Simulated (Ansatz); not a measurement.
Coupled-cluster diagnostics for SiMe(OiPr)3 (C10H24O3Si), Ansatz.

Geometry of the singlet (PBE-D4/def2-SVP):

Cartesian coordinates in Å:
```
Si 0.306 -0.145 -0.370
C 1.455 -0.735 -1.729
H 2.518 -0.581 -1.449
H 1.270 -0.183 -2.673
H 1.309 -1.815 -1.933
O -1.290 -0.474 -0.743
C -1.860 -1.789 -0.833
C -2.906 -1.768 -1.942
C -2.431 -2.190 0.526
H -1.063 -2.523 -1.112
H -3.704 -1.037 -1.699
H -3.372 -2.766 -2.069
H -2.448 -1.469 -2.906
H -1.633 -2.171 1.293
H -3.223 -1.475 0.830
H -2.871 -3.207 0.489
O 0.446 1.502 -0.132
C 0.102 2.519 -1.085
C 1.040 3.701 -0.859
C -1.374 2.887 -0.936
H 0.268 2.130 -2.121
H 0.907 4.100 0.168
H 0.834 4.516 -1.582
H 2.098 3.388 -0.973
H -2.008 1.993 -1.087
H -1.565 3.279 0.085
H -1.666 3.665 -1.671
O 0.643 -0.902 1.081
C 1.870 -0.804 1.817
C 2.074 -2.124 2.554
C 1.814 0.404 2.754
H 2.722 -0.662 1.106
H 1.236 -2.298 3.261
H 3.023 -2.117 3.128
H 2.102 -2.971 1.838
H 1.642 1.331 2.174
H 0.977 0.285 3.474
H 2.759 0.507 3.327
```

Correlated methods freeze 18 core orbitals.

(1) Estimate the CCSD(T) correlation energy, the shares of MP2 and (T), T1 and the reference's ⟨S²⟩ for: charge 0, singlet, own geometry in def2-SVP; and the rough time on 2 threads of AMD EPYC 7R13 on a shared host and a share (18 GiB) of an NVIDIA H100 80GB HBM3.

Answers

(1) 
```csv
state,basis,correlation (eV),MP2 share (%),(T) share (%),T1,⟨S²⟩ (pure),wall time
"charge 0, singlet, own geometry",def2-SVP,-62.725,90.5,2.8,0.010,0.00 (0.00),49 s
```
Customary marks for T1 are 0.02 (closed shells), 0.045 (open shells) and about 0.05 (3d metals). T1 stays under 0.02 throughout.
